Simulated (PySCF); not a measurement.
# J couplings in `FC(F)(F)CCI`, C₃H₄F₃I

Geometry:
```csv
atom,x (Å),y (Å),z (Å)
F1,-1.778,0.120,0.981
C2,-1.295,-0.194,-0.227
F3,-1.297,-1.529,-0.320
F4,-2.147,0.275,-1.138
C5,0.089,0.374,-0.434
C6,1.067,-0.150,0.595
I7,3.038,0.664,0.320
H8,0.404,0.112,-1.455
H9,0.005,1.469,-0.383
H10,0.769,0.125,1.615
H11,1.179,-1.239,0.534
```

Level of theory for the indirect couplings: PBE0/pcJ-1 (dyall-v2z on I), isolated molecule, finite nuclei, PBE0-D3(BJ)/def2-SVP geometry (PySCF 2.14 with density-fitted X2C routines).

Non-relativistic values:
| coupling | atoms | J (Hz) |
| --- | --- | --- |
| 1J(127I,13C) | I7 – C6 | -73.8 |
| 2J(127I,13C) | I7 – C5 | 4.7 |
| 2J(127I,1H) | I7 – H10/H11 | 19.0 |
| 3J(127I,13C) | I7 – C2 | 6.8 |
| 3J(127I,1H) | I7 – H8/H9 | 4.3 |
| 4J(127I,19F) | I7 – F1/F3/F4 | 4.5 |

What do scalar relativity and two-component X2C with spin–orbit coupling give?

## Answers


| coupling | atoms | scalar (Hz) | with spin–orbit (Hz) |
| --- | --- | --- | --- |
| 1J(127I,13C) | I7 – C6 | -123.0 | -87.1 |
| 2J(127I,13C) | I7 – C5 | 4.5 | 1.1 |
| 2J(127I,1H) | I7 – H10/H11 | 28.9 | 21.5 |
| 3J(127I,13C) | I7 – C2 | 0.1 | 3.9 |
| 3J(127I,1H) | I7 – H8/H9 | 3.3 | 4.5 |
| 4J(127I,19F) | I7 – F1/F3/F4 | 4.8 | 4.8 |

The largest listed coupling, 1J(127I,13C), ends at 1.18 times its non-relativistic value: scalar relativity adds -49.2 Hz and spin–orbit coupling +35.9 Hz. Equivalent partners are averaged, as under fast rotation. In the static structure 4J(127I,19F) spreads over 3.3, 3.4, 7.8 Hz. Couplings to strongly quadrupolar nuclei (127I) are seldom resolved in solution.
